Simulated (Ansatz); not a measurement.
MoF4, SMILES [F][Mo]([F])([F])[F] (connectivity only; charge and spin as stated), neutral, multiplicity 3. Atoms are numbered in the order given.

```xyz
5

Mo     0.0000     0.0000     0.0000
F      0.0000    -1.8538    -0.0520
F      0.0000     1.8538     0.0520
F      0.0000     0.0493     1.8538
F      0.0000    -0.0493    -1.8538
```
Charge 0, spin multiplicity 3.

The structure is a stationary point at B3LYP-D3(BJ)/def2-SVP. The spin state was assumed, not searched. The def2 effective core potentials stand for the cores of Mo; spin–orbit coupling is left out.

Two levels are set side by side: PBE-D3(BJ)/def2-SVP (Ansatz, an electronic-structure program) and B3LYP-D3(BJ)/def2-SVP (Ansatz). Each level has its own optimised geometry; the coordinates shown are those of the second. Differences are taken from unrounded values.

```csv
quantity,B3LYP-D3(BJ),PBE-D3(BJ),PBE-D3(BJ) minus B3LYP-D3(BJ)
mean bond length (Å),1.854,1.863,0.008
bond Mo1–F2 (Å),1.854,1.863,0.008
bond Mo1–F3 (Å),1.854,1.863,0.008
bond Mo1–F4 (Å),1.854,1.863,0.008
bond Mo1–F5 (Å),1.854,1.863,0.008
```

GGA bonds tend to be longer and softer than those of functionals with exact exchange. Differences between two approximate levels are no errors against the true value.
